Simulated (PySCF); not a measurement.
# C$_{5}$H$_{12}$ClNSi: full NMR table

```
Formula                               : C5H12ClNSi
SMILES                                : CN(C)[SiH2]C/C=C\Cl
InChI                                 : InChI=1S/C5H12ClNSi/c1-7(2)8-5-3-4-6/h3-4H,5,8H2,1-2H3/b4-3-
Point group of the computed structure : C1
Degrees of unsaturation               : 1
Carbon signals                        : 4
Proton signals                        : 5
```

Bonds (- single, = double, # triple, : aromatic): C1-N2, N2-C3, N2-Si4, Si4-C5, C5-C6, C6=C7, C7-Cl8. C1 carries H9, H10, H11; C3 carries H12, H13, H14; Si4 carries H15, H16; C5 carries H17, H18; C6 carries H19; C7 carries H20. Stereochemistry as in CN(C)[SiH2]C/C=C\Cl.

PySCF calculation with GFN2-xTB geometry and shieldings: GIAO PBE0/pcSseg-1; non-relativistic Hamiltonian, in vacuum, single conformer, one averaged value for each set of equivalent atoms.

Referencing at the same level of theory: TMS for ¹H (σref 31.72), ¹³C (σref 186.93), ²⁹Si (σref 349.16); NH3 for ¹⁵N (σref 267.73).

| carbon | δC, type | δH (multiplicity) | HMBC from (2–3 bonds) | span of the C tensor (ppm) |
| --- | --- | --- | --- | --- |
| C1/C3 | 41.1, CH3 | 2.58 (s) | H15/H16, H9/H10/H11/H12/H13/H14 | 63 |
| C5 | 17.4, CH2 | 2.24 (m) | H20, H19, H15/H16 | 42 |
| C6 | 133.6, CH | 6.01 (m) | H20, H15/H16, H17/H18 | 219 |
| C7 | 129.0, CH | 6.03 (m) | H19, H17/H18 | 159 |

Other nuclei:
```json
{"atoms": "H15/H16", "nucleus": "¹H", "environment": "hydrogen on a silicon bonded to C, N", "δ (ppm)": "4.52", "σ (ppm)": "27.19"}
{"atoms": "Si4", "nucleus": "²⁹Si", "environment": "silicon bonded to C, N, 2 H", "δ (ppm)": "-34.5", "σ (ppm)": "383.7"}
{"atoms": "N2", "nucleus": "¹⁵N", "environment": "nitrogen bonded to 2 C, Si", "δ (ppm)": "17.3", "σ (ppm)": "250.5"}
```

Carbon types of the structure: 2 × CH, 1 × CH2, 2 × CH3, leaving 2 H on heteroatoms. δC 133.6, 129.0: alkene CH; an sp2 carbon of a C=C bond. δC 41.1: methyl carbon bonded to N; deshielded by the electronegative neighbour. δH 6.03, 6.01: hydrogen on an alkene CH; attached to an sp2 carbon and in the plane of the double bond. δH 2.58: hydrogen on a methyl carbon bonded to N; its carbon carries N, hence the downfield position. δH 2.24: hydrogen on an allylic sp3 CH2 bonded to Si; allylic position.

Carbons that carry Cl, above all several Cl atoms, come out too deshielded, partly because spin–orbit coupling is missing. Shifts are as computed. Against solution values, carbons near 30 ppm lie about +3 ppm off and those near 130 ppm about +5 ppm; carbons on Cl a further +6 ppm. Of 1211 compounds with measured shifts, 218 miss one by over three times the rms of a fit or turn the order of signals round; such compounds aren't used in these exercises. Experimental scales use liquid or dissolved standards, which lie at an offset from isolated NH3 (liquid NH3: subtract about 20 ppm). No couplings were computed; multiplicities are counted from neighbouring protons, with m where these are inequivalent, close in shift, in a saturated or five-membered ring or joined by F or P, and br s for small geminal =CH2 splittings.
